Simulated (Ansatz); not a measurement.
Molecule: TaO2, net charge 0, doublet state. The spin state was set by rule; other spins were not relaxed. 
Geometry from a B3LYP-D3(BJ)/def2-TZVP (Ansatz, an electronic-structure program) optimisation:
```
Ta
O 1 1.7314
O 1 1.7314 2 105.76
```
Charge 0, spin multiplicity 2.

Quantity: atomisation energy (electronic, to ground-state atoms), in eV. Cores are frozen in the correlated levels unless marked. UHF or UKS for open shells. Spin-orbit coupling is left out. Frozen are the shells of the preceding noble gas and the d and f shells that filled before the atom's block. In def2 rows, elements after Kr have scalar-relativistic effective core potentials. The coupled-cluster limit lacks core correlation, which all-electron functionals hold. CBS(X,Y): correlation extrapolated as X^-3; Hartree-Fock from the larger set.

| level | program | atomisation energy (eV) |
|---|---|---|
| BHLYP/def2-TZVPD | Ansatz | 12.79 |
| r2SCAN0-D4/def2-TZVPD | Ansatz + dftd4 | (withheld) |
| SCS-MP2/def2-SVPD | Ansatz | 14.70 |
| SCS-MP2/def2-TZVPPD | Ansatz | 15.51 |
| CCSD(T)/CBS(def2-TZVPP,def2-QZVPP) | Ansatz | 14.92 |

Problem. Some entries are withheld; supply them.

Solution. 
- r2SCAN0-D4/def2-TZVPD, atomisation energy (eV): 13.98
